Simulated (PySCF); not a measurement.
## How methods differ on the ionisation energy of Kr⁺

Kr⁺ [Ar] 3d10 4s2 4p5 (2P) → Kr²⁺ [Ar] 3d10 4s2 4p4 (3P), as a difference of total energies. All numbers are calculated (PySCF 2.14, scalar relativity by spin-free X2C-1e, in x2c-TZVPPall with one added diffuse shell each of s, p, d type (7s6p5d1f, 57 functions)). Correlated levels: valence and next inner shell: [Ne] frozen. The calculations carry no spin-orbit coupling.

```json
{"method": "UHF", "ionisation energy (eV)": "23.237"}
{"method": "MP2 (valence and next inner shell)", "ionisation energy (eV)": "24.119"}
{"method": "SCS-MP2 (valence and next inner shell)", "ionisation energy (eV)": "24.094"}
{"method": "CCSD (valence and next inner shell)", "ionisation energy (eV)": "24.090"}
{"method": "CCSD(T) (valence and next inner shell)", "ionisation energy (eV)": "24.124"}
```

Q: How much does correlation contribute at CCSD(T) (valence and next inner shell)?

A: 24.124 − (23.237) = 0.887 eV, measured against UHF.

A first-order spin-orbit estimate (lowest level to lowest level, LS coupling) adds -0.024 eV.

Errors of the correlated levels include the incompleteness of this basis and the frozen core.

For comparison: 24.360 eV (measured; NIST Atomic Spectra Database, ionization energies).
